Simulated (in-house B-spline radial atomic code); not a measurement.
Ar is squeezed into an impenetrable sphere of radius R (the orbitals vanish at R). Computed with a B-spline radial code for spherical atoms: Dirac-Hartree-Fock, average of configuration, Fermi nucleus of rms radius 3.4274 fm.

Energies in eV above the free atom in [Ne] 3s2 3p6:

```tsv
R (bohr)	highest level (eV)	[Ne] 3s2 3p6	[He] 2s2 2p5 3s2 3p6 3d1	[Ne] 3s1 3p6 3d1
9.58	-16	5.974e-05	248.4	32.75
6.68	-16	0.01746	249.8	34.16
5.16	-15.7	0.3162	251.3	35.96
4.03	-14.2	2.716	254.8	40.48
3.69	-13	5.244	257.6	44.05
2.82	-4.79	29.79	282.3	73.14
2.77	-3.89	33.03	285.6	76.75
2.13	18.3	130.2	383.3	179.6
1.86	39.8	242	497.5	293.1
1.31	162	991.3	1273	1021
```

Does [He] 2s2 2p5 3s2 3p6 3d1 fall below [Ne] 3s2 3p6 under compression?

No, it stays above over the whole range.

Does [Ne] 3s1 3p6 3d1 fall below [Ne] 3s2 3p6 under compression?

No, it stays above over the whole range.

The highest level is first positive in the row R = 2.13 bohr, pushed up by confinement above the zero of the free ion's potential. Each configuration is held fixed and needn't be the lowest in the sphere.
